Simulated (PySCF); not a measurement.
Correlation energy of Cl⁺ (chlorine, charge +1)

[Ne] 3s2 3p3 3d1, high-spin 5D determinant (an excited configuration). Calculation: PySCF 2.14, in aug-cc-pwCVTZ; no relativity, point nucleus. Frozen: [Ne]; 6 electrons correlated.

```json
{"level": "CCSD", "correlation energy (mhartree)": "-128.18"}
{"level": "(T)", "correlation energy (mhartree)": "-3.70"}
{"level": "CCSD(T)", "correlation energy (mhartree)": "-131.88"}
```

Diagnostics: T1 = 0.0041, D1 = 0.0084, largest double amplitude 0.052.

The outer electron is Rydberg-like, and this basis confines it to a smaller radius and binds it less than a complete one would.

Cost of the coupled-cluster step: about 16 core-seconds, for 6 correlated electrons.
